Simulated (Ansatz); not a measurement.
Molecule (SMILES): [SiH]F (F-SiH) (closed-shell singlet).
Atoms: Si1, H2, F3. Bonds: Si1-H2, Si1-F3.

Basis-set convergence of the lowest harmonic wavenumber at HF with Ansatz (a program for electronic structure). Each level at its own minimum, finite differences of forces, unscaled; the reference is a large set that could be run, not a limit. Cartesian d functions, on some or all atoms, in 6-31G*, 6-31+G*, 6-311G**, 6-311+G**; all else is spherical. The program fits the integrals of some runs and decomposes those of others, by size. A restricted Hartree-Fock determinant is unstable towards unrestricted orbitals. No added dispersion term, no relativity. Reference: the value in pcseg-3, 906 cm⁻¹, itself unsure by roughly 2 cm⁻¹ (its mean distance from def2-QZVPP, cc-pV(Q+d)Z, aug-pcseg-2). Deviations are taken from unrounded values.

| basis | functions | lowest harmonic wavenumber (cm⁻¹) |
|---|---|---|
| 6-31G* | 36 | 921 |
| 6-31+G* | 44 | 875 |
| def2-SVP | 37 | 898 |
| def2-SVPD | 55 | 857 |
| pcseg-1 | 37 | 858 |
| aug-pcseg-1 | 59 | 841 |
| cc-pV(D+d)Z | 42 | 860 |
| aug-cc-pV(D+d)Z | 64 | 849 |
| 6-311G** | 51 | 885 |
| 6-311+G** | 59 | 864 |
| def2-TZVP | 74 | 908 |
| def2-TZVPD | 92 | 904 |
| pcseg-2 | 78 | 910 |
| aug-pcseg-2 | 119 | 904 |
| cc-pV(T+d)Z | 83 | 901 |
| aug-cc-pV(T+d)Z | 124 | 898 |
| def2-TZVPP | 87 | 907 |
| def2-TZVPPD | 105 | 903 |

What the diffuse functions change, pair by pair:
- 6-31G* to 6-31+G*: 8 more functions, deviation 15 to -31 cm⁻¹
- def2-SVP to def2-SVPD: 18 more functions, deviation -7 to -49 cm⁻¹
- pcseg-1 to aug-pcseg-1: 22 more functions, deviation -48 to -64 cm⁻¹
- cc-pV(D+d)Z to aug-cc-pV(D+d)Z: 22 more functions, deviation -45 to -57 cm⁻¹
- 6-311G** to 6-311+G**: 8 more functions, deviation -20 to -42 cm⁻¹
- def2-TZVP to def2-TZVPD: 18 more functions, deviation 3 to -2 cm⁻¹
- pcseg-2 to aug-pcseg-2: 41 more functions, deviation 4 to -2 cm⁻¹
- cc-pV(T+d)Z to aug-cc-pV(T+d)Z: 41 more functions, deviation -5 to -8 cm⁻¹
- def2-TZVPP to def2-TZVPPD: 18 more functions, deviation 1 to -2 cm⁻¹

They bring the value nearer the reference by more than 2 cm⁻¹ in 1 of 9 pairs.
